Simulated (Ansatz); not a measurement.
Reaction (ligand exchange at the Si–C bond): `FB1CC1[SiH3]` + `[OH][SnH3]` → `[SiH3][O][SnH3]` + `FB1CC1`

Computed with Ansatz on PBE0-D4/def2-TZVP structures; ΔE is electronic, products minus reactants. CBS: MP2 limit from def2 TZ/QZ plus the TZ coupled-cluster correction, frozen cores. DFT in def2-TZVPP. B3LYP here is the variant with VWN-RPA as its local correlation; programs differ in this. def2 core potentials past Kr. For Sn outer-core shells are correlated without core-valence functions, which leaves a few kJ/mol of doubt a bond.

| level | ΔE (eV) |
| --- | --- |
| r2SCAN-D4 | -0.90 |
| r2SCAN | -0.90 |
| B3LYP | -0.97 |
| HF/def2-TZVPP | -1.18 |
| SCS-MP2/def2-TZVPP | -0.98 |
| CCSD/def2-TZVPP | -0.97 |
| CCSD(T)/def2-TZVPP | -0.93 |
| HF/def2-QZVPP | -1.19 |

(1) What does CCSD(T)/CBS give? (An estimate is asked.)

Largest T1 diagnostic among the species: 0.014.

Answers

(1) Ansatz gave: -0.93 eV. The listed levels differ from it by 0.03, 0.03, -0.04, -0.25, -0.05, -0.04, 0.00, -0.26 eV.

In def2-TZVPP, CCSD(T) changes the Hartree–Fock value by +0.25 eV (the triples alone add +0.04 eV) and MP2 by +0.25 eV. From PBE to PBE0 (25 % exact exchange), in def2-TZVPP and without D4, ΔE moves by −0.06 eV.
